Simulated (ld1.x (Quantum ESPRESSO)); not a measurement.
An all-electron radial function and its pseudo partner (oxygen)

Columns: radius, all-electron u(r) and pseudo u(r) of the 2p shell (level -9.20 eV) of oxygen in the configuration [He] 2s2 2p4; LDA (PZ), scalar-relativistic, TM scheme, ld1.x (Quantum ESPRESSO) 7.5.

```tsv
r (bohr)	all-electron	pseudo
0.065	0.0500	0.0206
0.130	0.1573	0.0802
0.195	0.2825	0.1727
0.260	0.4051	0.2882
0.325	0.5152	0.4150
0.390	0.6087	0.5407
0.455	0.6846	0.6540
0.520	0.7436	0.7468
0.585	0.7871	0.8147
0.650	0.8169	0.8575
0.715	0.8350	0.8780
0.780	0.8432	0.8810
0.845	0.8433	0.8719
0.910	0.8369	0.8555
0.975	0.8252	0.8355
1.040	0.8094	0.8140
1.105	0.7906	0.7920
1.170	0.7693	0.7696
1.235	0.7464	0.7464
1.300	0.7223	0.7223
1.365	0.6975	0.6975
1.430	0.6722	0.6722
1.495	0.6469	0.6469
1.560	0.6216	0.6216
1.625	0.5966	0.5966
1.690	0.5720	0.5720
```

How many radial nodes do the two functions have?

The all-electron 2p function has n − l − 1 = 0; the pseudo-wave has 0.

At about which radius was the pseudo-wave matched?

1.30 bohr. The columns agree to 0.0005 from 1.17 bohr on; several derivatives are matched, so the curves merge somewhat inside the radius.

Is the pseudo-wave norm-conserving?

Yes: the TM scheme keeps the norm inside the radius equal to the all-electron one, which fixes the energy derivative of the logarithmic derivative at the level.
